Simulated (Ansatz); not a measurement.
Mulliken charges of CH$_{4}$GeO (`O=[CH][GeH3]`) from B3LYP/def2-TZVPP in Ansatz (PBE0-D4/def2-TZVP geometry).

```json
{"atom": "O1", "x (Å)": "-0.833", "y (Å)": "-1.540", "z (Å)": "1.166", "charge (e)": "-0.219"}
{"atom": "C2", "x (Å)": "-0.419", "y (Å)": "-1.114", "z (Å)": "0.125", "charge (e)": "0.053"}
{"atom": "Ge3", "x (Å)": "0.299", "y (Å)": "0.748", "z (Å)": "-0.085", "charge (e)": "0.093"}
{"atom": "H4", "x (Å)": "-0.422", "y (Å)": "-1.763", "z (Å)": "-0.783", "charge (e)": "0.068"}
{"atom": "H5", "x (Å)": "-0.533", "y (Å)": "1.473", "z (Å)": "-1.156", "charge (e)": "-0.001"}
{"atom": "H6", "x (Å)": "0.215", "y (Å)": "1.472", "z (Å)": "1.262", "charge (e)": "0.007"}
{"atom": "H7", "x (Å)": "1.754", "y (Å)": "0.656", "z (Å)": "-0.574", "charge (e)": "-0.001"}
```

Question: By hand: the dipole of these point charges (1 e Å = 4.8032 D).

Answer: Σ q r = (0.160, 0.236, -0.299) e Å, of length 0.413 e Å = 1.98 D.

Question: How does the dipole of the full density compare? (Estimate.)

Answer: Ansatz gave: (0.155, 0.177, -0.363) e Å, 2.08 D; the point charges give 0.95 times that, at 12° from its direction.

Point charges leave out the atoms' own dipoles, such as those of lone pairs, and Mulliken's split depends on the basis, so the close match here is no proof of good charges.

B3LYP here is the variant with VWN-RPA as its local correlation; programs differ in this.
